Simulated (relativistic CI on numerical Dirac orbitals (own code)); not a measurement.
**Hyperfine structure of Ta⁶⁸⁺, mass number 181**

Calculated at this level of theory: Dirac-Coulomb-Breit CI, KLI orbitals optimised for each configuration, model QED (radiative potential, 1s self-energy scaled to tabulated hydrogen-like ionisation energies), unscaled Slater integrals (own radial code, finite nucleus).

CI space (outside the closed core 1s2): 2s2 2p, 2s 2p2, 2p3, 2p2 3s, 2p2 3p, 2p2 3d, 2s2 3s, 2s2 3p, 2s2 3d, 2s 2p 3s, 2s 2p 3p, 2s 2p 3d, 2s2 4s, 2s2 4p, 2s2 4d, 2s2 4f. Levels of other configurations are missing.

Nuclear spin I = 7/2, μ = 2.365 μN, Q = 3.17 b (tables of Stone and Pyykkö). The electronic factors are computed for point nuclear moments, without core polarisation or the Bohr-Weisskopf and QED corrections.

| Level | E (Ry) | A (GHz) | B (GHz) |
| --- | --- | --- | --- |
| 2s2 2p 2P°_1/2 | 0.000 | 4928 |  |
| 2s2 2p 2P°_3/2 | 101.107 | 562.1 | 5170 |
| 2s 2p2 4P_3/2 | 114.814 | 3644 | 4070 |
| 2s 2p2 2D_5/2 | 117.812 | 4355 | 4470 |
| 2s 2p2 2P_1/2 | 123.107 | -5682 |  |
| 2s 2p2 2D_3/2 | 123.266 | -3.5 | 2620 |
| 2s 2p2 4P_5/2 | 217.254 | 3502 | 678 |
| 2s 2p2 2S_1/2 | 225.228 | 15230 |  |

Levels with J = 0, under 50 % of one LS term, or S terms without an open s electron are left out. Small factors come from cancelling terms and can be off by tens of per cent or more.

At this charge energies of transitions that change n are usually good to better than 1 %, and those within a shell (Δn = 0) to a few per cent.

Problem. Give the hyperfine levels of 2s2 2p 2P°_1/2 relative to its centre of gravity.

Solution. With K = F(F + 1) − I(I + 1) − J(J + 1), E = AK/2: F = 3: -11090, F = 4: 8624 GHz.

LS names give the leading component of a level, which can be under half, so a name can repeat, a term be missing and a line seem to break the LS rules.
